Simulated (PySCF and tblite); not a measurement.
Results of a calculation; reference values are marked as such.
C₅H₄OS, numbered as in [O:1]=[CH:2][c:3]1[cH:4][cH:5][cH:6][s:7]1.

The ensemble was built from 90 distance-geometry starts (ETKDG and KDG, MMFF94s, GFN2-xTB) and rests on PBE0-D3(BJ)/def2-SVP geometries. Free energies are PBE0-D3(BJ)/def2-TZVP single points with GFN2-xTB rigid-rotor and vibrational terms (modes under about 100 cm⁻¹ blended into free rotors). Symmetry numbers and mirror images are counted. Conformers within 4 kcal/mol (GFN2-xTB free energy) were kept, 5 at most. (PySCF 2.14, tblite 0.8.)

Torsions listed: O1–C2–C3–S7.

```tsv
conformer	shape	symmetry	E(GFN2) kcal/mol
1	0°	Cs	0.33
2	179°	Cs	0.00
```

Question: Which of these conformers is the most populated at 298.15 K, and with what share?

Answer: Conformer 1, about 87 %.

Question: Give the DFT energies and free energies relative to the lowest, and all weights.

Answer: 
| conformer | shape | E(DFT) kcal/mol | G(298.15 K) kcal/mol | weight % |
| --- | --- | --- | --- | --- |
| 1 | 0° | 0.00 | 0.00 | 86.5 |
| 2 | 179° | 1.08 | 1.10 | 13.5 |

Question: How does its share change from 250 K to 373.15 K?

Answer: From 90 % to 81 %; the mixing entropy goes from 0.63 to 0.96 cal/(mol K).
